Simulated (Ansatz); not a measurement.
I₂Sn (SMILES [I][Sn][I]), singlet, geometry from GFN2-xTB (such geometries of metal compounds can be far from the true shape) (core potentials on I, Sn); CAM-B3LYP/def2-SVPD (Ansatz, a first-principles code).

Ansatz was given this input:
Ansatz 0.2 input:
```yaml
crystal:
  periodic: [false, false, false]
  atoms:
    - {symbol: Sn, position_ang: [-0.00085342, -0.00395542, 1.15473199]}
    - {symbol: I, position_ang: [1.08671471, -1.84536015, -0.55020954]}
    - {symbol: I, position_ang: [-1.08590960, 1.84909168, -0.53916026]}
basis:
  gaussian:
    orbitals: def2-SVPD
hamiltonian:
  xc: cam_b3lyp
```

What the program printed (banner, timings and long lists left out):

```
Functional definition: CAM-B3LYP
1310 factors; integrals over basis functions are off by at most 1.4e-4 eV
385 factors; integrals over basis functions are off by at most 3.8e-5 eV
mean field evaluation 1: about -22034.5595 eV, gradient 1.6e1 eV
mean field evaluation 2: about -22034.1695 eV, gradient 2.1e1 eV
mean field evaluation 4: about -22035.7029 eV, gradient 9.1e-1 eV
mean field evaluation 8: about -22035.7345 eV, gradient 2.4e-2 eV
mean field evaluation 16: about -22035.7345 eV, gradient 2.6e-5 eV
mean field -22035.73449497 eV, -809.7983063330 hartree, gradient 2.6e-5 eV, S^2 0.000000; 0 other end points of the search recorded, 0 dependent functions left out
reference -22035.73461325 eV, -809.7983106794 hartree; 36, 36 occupied and 66, 66 virtual orbitals, 1310 factors
Total energy: -22035.73461325 eV, -809.7983106794 hartree
```
